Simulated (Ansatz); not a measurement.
Harmonic frequencies (cm⁻¹) at PBE0-D4/def2-TZVP from Ansatz: 134, 292, 328, 522, 540, 678, 713, 863, 940, 1015, 1090, 1143, 1159, 1214, 1262, 1309, 1429, 1441, 1526, 2990, 3041, 3096, 3564, 3857.

Each molecule was computed in one conformer, which needn't be the lowest.

(1) Which molecule is it?
A. `OC1NCS1`
B. `[CH3][Al]1[CH2][O]1`
C. `[SiH3][N]1[CH2][AlH]1`
D. `N=CSCO`

## Answers

(1) A.
